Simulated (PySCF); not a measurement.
CH₄ClNOSi₂. Atoms are numbered in the order given.

```xyz
10

Cl     1.9056    -0.8047    -1.0618
Si     0.7579    -0.1199     0.5307
O      0.2426     1.5029     0.1549
C     -1.0939     1.6605    -0.0988
N     -2.0154     0.7762    -0.0066
Si    -1.4812    -0.8355     0.5233
H      1.6497     0.0071     1.7244
H     -1.3065     2.7067    -0.4056
H     -1.8150    -1.8939    -0.4845
H     -2.0679    -1.1829     1.8610
```
Charge 0, spin multiplicity 1.

Geometry optimised at PBE-D3(BJ)/def2-SVP. The structure was generated by enumeration; whether it is a known compound was not checked.

Method: PySCF with SMD-ωB97X/6-31G*.

Solvation free energies are E(SMD) − E(gas) at the gas-phase geometry, for 1 M in both phases. In vacuum the dipole moment is 1.79 D.

```tsv
solvent	ΔG(solv) (kcal/mol)	its non-electrostatic (CDS) part	dipole (D)
water	___	___	___
N,N-dimethylformamide	-4.8	0.3	2.29
acetone	-5.3	-0.4	2.26
```

Task: Some entries are withheld; supply them. (Estimate from the structure and the level; the computed values follow.)

Result: 
- water, ΔG(solv) (kcal/mol): -2.7
- water, its non-electrostatic (CDS) part: 3.1
- water, dipole (D): 2.32
